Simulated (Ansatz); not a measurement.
Consider the substitution at a C–C bond: `CC(C)CC(C)(C)C` + `[OH][Ge]([OH])([SiH3])[Cl]` → `C[O][Ge]([OH])([SiH3])[Cl]` + `CC(C)CC(C)C`.

Gas-phase electronic energies from Ansatz, PBE0-D4/def2-TZVP geometries. CBS: MP2 limit from def2 TZ/QZ plus the TZ coupled-cluster correction, frozen cores. Functionals use def2-TZVPP. For Ge outer-core shells are correlated without core-valence functions, which leaves a few kJ/mol of doubt a bond. Scalar relativity is left out up to krypton. One conformer a species, not always the lowest.

```csv
level,ΔE (kcal/mol),difference from CCSD(T)/CBS
PBE-D4,10.9,-1.8
PBE0-D4,11.4,-1.3
ωB97M-V,12.1,-0.6
B2PLYP,10.3,-2.4
CCSD/def2-TZVPP,11.8,-0.9
CCSD(T)/def2-TZVPP,12.4,-0.3
HF/def2-QZVPP,6.9,-5.8
SCS-MP2/def2-QZVPP,12.5,-0.2
HF/CBS(def2),6.9,-5.8
CCSD/CBS(def2),12.1,-0.6
CCSD(T)/CBS,12.7,0
```

Largest T1 diagnostic among the species: 0.012.

In def2-TZVPP, CCSD(T) changes the Hartree–Fock value by +5.4 kcal/mol (the triples alone add +0.6 kcal/mol) and MP2 by +7.2 kcal/mol. The D4 term adds +1.6 kcal/mol with B3LYP and +0.9 kcal/mol with PBE0; it sums over pairs of atoms, weighted by their polarisabilities, and B3LYP, whose exchange is more repulsive, gets the larger term.

B3LYP here is the variant with VWN-RPA as its local correlation; programs differ in this.
